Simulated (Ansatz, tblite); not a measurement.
Cost and result up the ladder for `FC(F)(F)c1cnc(-c2cnc(-c3cnc(C(F)(F)F)s3)s2)s1` (26 atoms). The state is a singlet with charge 0. Geometry: r2SCAN-D4/def2-SVP.

```xyz
26

F     2.447   -3.071   -5.910
C     2.268   -1.761   -5.687
F     3.448   -1.145   -5.871
F     1.434   -1.291   -6.630
C     1.734   -1.540   -4.311
C     1.448   -2.491   -3.357
N     0.970   -2.018   -2.179
C     0.875   -0.707   -2.194
C     0.400    0.084   -1.089
C     0.250    1.460   -0.966
N    -0.226    1.906    0.215
C    -0.461    0.905    1.041
C    -0.976    1.101    2.376
C    -1.288    2.318    2.969
N    -1.759    2.249    4.239
C    -1.820    1.015    4.647
C    -2.300    0.593    6.012
F    -2.649    1.645    6.741
F    -3.358   -0.230    5.912
F    -1.340   -0.083    6.667
S    -1.298   -0.187    3.493
S    -0.095   -0.681    0.389
S     1.386    0.040   -3.704
H     1.587   -3.564   -3.507
H     0.494    2.173   -1.759
H    -1.169    3.277    2.462
```

Ansatz on 2 threads of AMD EPYC 7R13 on a shared host and a share (18 GiB) of an NVIDIA H100 80GB HBM3; xTB runs through tblite on one thread. Times are rough, summed over both states, and most runs start from the orbitals of an earlier one. PBE0-D4/def2-TZVP serves as the yardstick here, not as an exact answer. The other state is a triplet.

The xTB rows come from tblite. Single mean-field runs in def2-TZVP are fitted with def2-universal-jkfit.

xTB has no spin-polarisation term.

```tsv
level	functions	wall time	vertical triplet (eV)	difference from PBE0-D4/def2-TZVP (eV)
GFN1-xTB	113	0.13 s	2.14	-0.07
GFN2-xTB	110	0.14 s	2.16	-0.04
PBE-D4/def2-TZVP	749	38 s	2.05	-0.15
PBE0-D4/def2-TZVP	749	41 s	2.20	0.00
```
